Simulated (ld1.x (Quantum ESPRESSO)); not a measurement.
## Pseudopotential generation for nickel: RRKJ, PBE, scalar-relativistic.

Ni, norm-conserving RRKJ (Kleinman–Bylander form), made with ld1.x (Quantum ESPRESSO) 7.5 (PBE, scalar-relativistic). Core [Ne], reference 3s2 3p6 3d9 4s1 4p0. Waves: 3s (bound): rc 1.20 bohr; 3d (bound): rc 0.80 bohr; 3p (bound): rc 0.70 bohr. Local part: the p channel. Core correction: none. rho0 = 0.005.

Occupied shells without a wave of their own: 4s. They enter only through the test configuration that unscreens the potential.

What the tests gave:

```json
{
 "Cutoffs needed": "260 Ry and over 300 Ry (the cutoffs (Ry, on a coarse ladder) from which the occupation-weighted sum of valence levels, in a spherical-Bessel basis at the reference potential, stays within 10 and 1 mRy of its value at 400 Ry)",
 "Ghost test": "no extra level below or beside the all-electron valence levels (s, d, p, f tested) (spherical-Bessel basis up to 400 Ry, 20 bohr box)",
 "Largest excitation error": "+317 meV (all-electron minus pseudo) for 3s2 3p6 3d6 4s0 4p0, out of 7 test configurations"
}
```

Generation and tests took about 5.3 s on one core of a shared server CPU.
